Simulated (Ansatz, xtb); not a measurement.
## Relative energy of two isomers of C5H7BBrF

Structure I: `FB(Br)[C@@H]1CC12CC2`, a singlet. Structure II: `C=C(C)/C=C(/Br)BF`, a singlet. Both are isolated molecules in the gas phase, relaxed with B3LYP-D3(BJ)/def2-SVP; the shapes shown needn't be the lowest conformers.

I (Å):

```xyz
15

C    -0.1251   -1.3082   -0.9220
C     0.8603   -1.3925    0.2734
C    -0.0336   -0.2428    0.1410
C    -0.9881    0.5109    0.9855
C     0.0584    1.2369    0.1429
B    -1.3518   -2.2309   -1.0057
Br   -2.2849   -2.8711    0.5691
F    -1.8392   -2.6192   -2.1736
H     0.3354   -1.0514   -1.8834
H     0.6424   -2.1403    1.0414
H     1.9188   -1.2707    0.0251
H    -2.0329    0.5704    0.6673
H    -0.8476    0.4810    2.0701
H    -0.2899    1.7796   -0.7413
H     0.9050    1.7019    0.6580
```

II (Å):

```tsv
atom	x (Å)	y (Å)	z (Å)
C	-1.1296	-2.7771	-0.1213
C	-0.4641	-1.6932	0.3262
C	0.1782	-1.6653	1.6881
C	-0.3773	-0.5120	-0.5375
C	0.2419	0.6435	-0.2331
B	1.0721	1.1727	0.9767
Br	0.1792	2.1097	-1.4926
F	2.2652	0.6571	1.2487
H	-1.5915	-2.7920	-1.1120
H	-1.2280	-3.6776	0.4899
H	1.2724	-1.5706	1.6135
H	-0.1843	-0.8047	2.2783
H	-0.0510	-2.5782	2.2543
H	-0.8974	-0.5905	-1.4977
H	0.6984	2.0952	1.6574
```

Quicker runs give these differences E(II) − E(I): GFN2-xTB +24.3 kcal/mol; HF/STO-3G +35.9 kcal/mol (at GFN2-xTB geometries); r2SCAN-D4/def2-SVP +20.5 kcal/mol (at GFN2-xTB geometries).

Estimate E(II) − E(I) at the level CCSD(T)/def2-SVP + ΔMP2/def2-TZVPP.

Calculated at CCSD(T)/def2-SVP + ΔMP2/def2-TZVPP: E(II) − E(I) = +11.0 kcal/mol, so structure I lies lower.

Level by level:

```csv
level,geometry,E(II) − E(I) (kcal/mol),departure from the last row (kcal/mol),"job, with rough time for the two"
GFN2-xTB,GFN2-xTB,+24.3,+13.3,"optimisation, 0.83 s"
HF/STO-3G,GFN2-xTB,+35.9,+24.9,"single point, 0.58 s"
r2SCAN-D4/def2-SVP,GFN2-xTB,+20.5,+9.5,"single point, 5.7 s"
B3LYP-D3(BJ)/def2-SVP,B3LYP-D3(BJ)/def2-SVP,+12.7,+1.7,"optimisation, 1.7 min"
HF/def2-SVP,B3LYP-D3(BJ)/def2-SVP,+16.1,+5.1,part of the CCSD(T) run
MP2/def2-SVP,B3LYP-D3(BJ)/def2-SVP,+23.0,+12.0,part of the CCSD(T) run
CCSD(T)/def2-SVP,B3LYP-D3(BJ)/def2-SVP,+17.1,+6.1,single point
CCSD(T)/def2-SVP + ΔMP2/def2-TZVPP,B3LYP-D3(BJ)/def2-SVP,+11.0,,"single point, 3.6 min"
```

As drawn, II has 2 C=C, 1 C–Br, 1 B–H in place of 1 B–Br, 4 C–C, 1 C–H. Structure I has 2 3-membered rings, II no ring.

The levels shown agree on the order. The largest departure from CCSD(T)/def2-SVP + ΔMP2/def2-TZVPP is that of HF/STO-3G, 24.9 kcal/mol. The last row adds to CCSD(T) the change of the MP2 difference between the two basis sets, here −6.1 kcal/mol, a large step that makes the value less sure.

With thermal terms from frequencies at re-optimised GFN2-xTB minima (ideal gas, soft modes damped towards free rotors, one conformer each, 298.15 K, 1 atm): on the last row, ΔE + ΔZPE = +8.2, ΔH = +9.0, ΔG = +7.2 kcal/mol.

The correlated steps freeze 16 core orbitals; the filled d shell of Br is correlated, in a basis made for valence electrons. Mirror images aren't counted in ΔG. Programs: Ansatz 0.2.0, xtb 6.7.1; the last row on 4 threads of Arm Neoverse V1 on a shared host.
